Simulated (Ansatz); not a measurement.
BFO, charge -1, doublet, at a GFN2-xTB geometry (a state made from the parent by changing its charge; the spin is typed, not shown lowest) (a gas-phase anion, which may not be bound at this level). Base run: HF/6-31G** (Ansatz, a quantum-chemistry and plane-wave program).

The Ansatz input:
Ansatz 0.2 input:
```yaml
crystal:
  periodic: [false, false, false]
  atoms:
    - {symbol: F, position_ang: [-1.24683535, 0.25242514, 0.11009263]}
    - {symbol: B, position_ang: [0.20092821, -0.49119948, -0.30936392]}
    - {symbol: O, position_ang: [1.27710964, 0.02302140, 0.06949823]}
basis:
  gaussian:
    orbitals: 6-31G__.json
hamiltonian:
  xc: hf
total_charge: -1
magnetization: {spin_polarized: true, initial_magnetization: 1}
```
The basis file holds 6-31G** in the JSON format of the Basis Set Exchange.

Each row names what was changed in the base input (with any setting that the change needs).

| change | ΔE vs base (eV) |
|---|---|
| base | 0.00 |
| occupation = up:A':10 A'':2 down:A':9 A'':2 | 0.00 |
| occupation = up:A':9 A'':3 down:A':9 A'':2 | 4.48 |
| symmetry_tolerance_ang = 0.01 | 0.00 |
| occupation = up:A':11 A'':1 down:A':9 A'':2 | 9.89 |

A gas-phase anion may not be bound at this level; its values then depend on the basis.
